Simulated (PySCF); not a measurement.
# How methods differ on the interval between two levels of Mn

Mn [Ar] 3d5 4s2 [6S5/2, M_J = 5/2] → Mn [Ar] 3d4 4s2 5s1 [6D9/2, M_J = 9/2], as a difference of total energies. All numbers are calculated (PySCF 2.14, the two-component X2C-1e Hamiltonian, in x2c-TZVPall-2c with one added diffuse shell each of s, p, d type (7s8p5d1f, 63 functions)). Correlated levels: [Ne] frozen; the 6 highest virtual spinors dropped. "Screened" scales the spin-orbit matrix elements by Boettger's factors to mimic the two-electron term; Breit and QED terms are absent.

```json
{"method": "GHF (spin-free)", "interval between two levels (cm⁻¹)": "86936"}
{"method": "GMP2 (spin-free)", "interval between two levels (cm⁻¹)": "91819"}
{"method": "GHF (screened spin-orbit)", "interval between two levels (cm⁻¹)": "87315"}
{"method": "GMP2 (screened spin-orbit)", "interval between two levels (cm⁻¹)": "92220"}
```

The labels give the starting determinants; with spin-orbit coupling the two ends relaxed to ⟨J²⟩ = 8.77, ⟨L²⟩ = 0.00, ⟨S²⟩ = 8.77 and ⟨J²⟩ = 25.14, ⟨L²⟩ = 6.37, ⟨S²⟩ = 8.76.

The promoted electron is Rydberg-like, and one or two diffuse shells describe it only roughly, which tends to raise the upper state.

The determinant of the upper state mixes levels of different J (the jj label is only the starting occupation), so the difference between spin-free and spin-orbit rows is not the physical spin-orbit shift.
